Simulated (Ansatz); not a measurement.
Cartesian coordinates (Å):
```xyz
11

Ti     0.2839     0.2760    -0.1210
C     -1.6978    -0.1536     0.2684
H     -1.7623    -1.0201     0.9627
H     -2.2179    -0.4054    -0.6819
H     -2.1905     0.7280     0.7340
S      1.2721    -1.5759    -1.0044
H      0.2077    -1.6165    -1.8682
S      0.3796     2.0028    -1.6024
H     -0.4951     2.6448    -0.7636
S      1.3035     0.8599     1.8299
H      0.7484    -0.2789     2.3547
```
Charge 0, spin multiplicity 1.

Level of theory: frozen-core CCSD(T)/def2-TZVPP // BP86-D3(BJ)/def2-SVP run with Ansatz (a first-principles code).

```json
{
 "HF energy": "-2082.50084 Ha",
 "MP2 correlation energy": "-1.17427 Ha"
}
```

Problem. Estimate the CCSD correlation energy, the (T) correction, the total energy and the T1 diagnostic.

Solution. 
The CCSD correlation energy comes out as -1.22041 Ha, the (T) correction is -0.07502 Ha and the CCSD(T) total energy is -2083.79626 Ha. The T1 diagnostic is 0.026.
